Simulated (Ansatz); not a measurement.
CH$_{5}$ISSi, SMILES `SC[SiH2]I`, 9 atoms. The species carries charge 0 and has multiplicity 1. Correlated methods include outer-core shells of I, which these sets cover unevenly. I takes the def2 core potential. All runs use 4 threads of an Intel Xeon 6975P-C on a shared host. Correlated methods freeze the cores.

How many basis functions does each run have, and how long does it take in Ansatz? RHF-CCSD(T)/def2-SVP energy; direct RPA on PBE orbitals/def2-TZVPP energy; RKS HSE06 (plane-wave form)-D4/def2-TZVPP energy; RKS PBE0-D4/def2-SVP energy; RKS ωB97M-V/def2-SVP energy; RKS BLYP-D4/def2-TZVPP energy; RKS PBE0-D4/def2-TZVP frequencies; RKS PBE0-D4/def2-TZVP relaxation (7 steps); RKS PBE0-D4/def2-QZVPP energy; RKS ωB97M-V/def2-QZVPP energy; RHF-MP2/def2-QZVPP energy; RKS PBE0-D4/def2-TZVPP energy. (Best estimate.)

Computed: Other jobs shared the machine, so times are rough.

```
                                    level                   job  functions  wall time  peak host memory (GiB)
                     RKS PBE0-D4/def2-SVP                energy        101      0.7 s                    0.43
                   RKS BLYP-D4/def2-TZVPP                energy        235      1.1 s                    0.34
                   RKS PBE0-D4/def2-TZVPP                energy        235      1.9 s                    0.67
RKS HSE06 (plane-wave form)-D4/def2-TZVPP                energy        235      1.9 s                    0.71
                     RHF-CCSD(T)/def2-SVP                energy        101      2.2 s                    0.46
                     RKS ωB97M-V/def2-SVP                energy        101      2.4 s                    0.43
    direct RPA on PBE orbitals/def2-TZVPP                energy        235      2.9 s                    0.59
                   RKS PBE0-D4/def2-QZVPP                energy        429      4.5 s                     1.7
                   RKS ωB97M-V/def2-QZVPP                energy        429      9.5 s                       2
                       RHF-MP2/def2-QZVPP                energy        429      9.5 s                     2.4
                    RKS PBE0-D4/def2-TZVP  relaxation (7 steps)        185       14 s                    0.53
                    RKS PBE0-D4/def2-TZVP           frequencies        185       69 s                    0.53
```
